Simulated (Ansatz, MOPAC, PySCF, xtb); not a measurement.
Noncovalent pair: C2H4 (SMILES C=C) (first 6 atoms) with CH2O2 (SMILES O=CO); geometry from B3LYP-D3(BJ)/def2-TZVP, rigid monomers moved along the line of their centres of mass till C1···H11 is 2.16 Å.
(charge 0, multiplicity 1):
```csv
atom,x (Å),y (Å),z (Å)
C,-0.5815,-0.2437,-0.0160
C,0.6177,0.3200,0.0712
H,-0.8066,-1.1666,0.5048
H,-1.3733,0.1904,-0.6147
H,0.8555,1.2381,-0.4526
H,1.4055,-0.1268,0.6657
O,0.3674,-1.1698,3.0366
C,-0.1270,-0.1945,3.5313
O,-0.5804,0.8727,2.8650
H,-0.2728,-0.0508,4.6103
H,-0.4413,0.7245,1.9066
```

Counterpoise-corrected where a basis set is named; no monomer relaxation. Rows marked so take none.

Rows in 3-21G, 6-31G* carry no dispersion term and start afresh at each structure (6-31G* with six Cartesian d functions). The state that PM6 reach isn't checked.

Run with Ansatz (an electronic-structure program) with Gaussian orbitals; MOPAC for PM6 (differences of heats of formation); PySCF for 3-21G rows, 6-31G* rows, the dispersion terms; xtb for the GFN methods. Values without a source in brackets are computed.

| level | interaction energy (kJ/mol) |
|---|---|
| PM6 | -2.2 |
| GFN1-xTB | -18.9 |
| HF/3-21G (no counterpoise) | -16.9 |
| PBE-D3(BJ)/def2-TZVPPD | -18.4 |
| PBE-D4/def2-TZVPPD | -18.1 |
| r2SCAN-D3(BJ)/def2-TZVPPD | -18.8 |
| B3LYP/3-21G (no counterpoise) | -28.2 |
| B3LYP/def2-TZVPPD | -5.9 |
| M06-2X/6-31G* (no counterpoise) | ? |

**Question.** Fill in the missing entries.

**Answer.** 
- M06-2X/6-31G* (no counterpoise), interaction energy (kJ/mol): -26.3
